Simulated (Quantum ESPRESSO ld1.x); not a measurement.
Values are calculated unless marked as measured or tabulated.
Problem. These are the eigenvalues of the occupied orbitals of an atom or ion with whole-number occupations (eV). Level of theory: scalar-relativistic Kohn-Sham, LDA (Slater exchange, Perdew-Zunger correlation), spin-polarised, spherical densities, point nucleus, Latter tail correction (ld1.x of Quantum ESPRESSO 7.5).

1s: -2733.84
2s: -243.590
2p: -183.496
3s: -12.7911
3p: -1.2910

Which element is it, and in what charge state? The configuration may be excited. Open shells, if any, are filled with parallel spins first.

Solution. Z = 17, chlorine, charge -1: Cl- in [Ar]. The list shows which subshells hold electrons but not how many an open one holds; the 1s level, -100.47 hartree, gives Z - s = 14.2 by -(Z - s)^2/2, which with screening and relativity narrows Z to a few neighbours, and the depths of the outer levels then fix element, charge and occupations together.
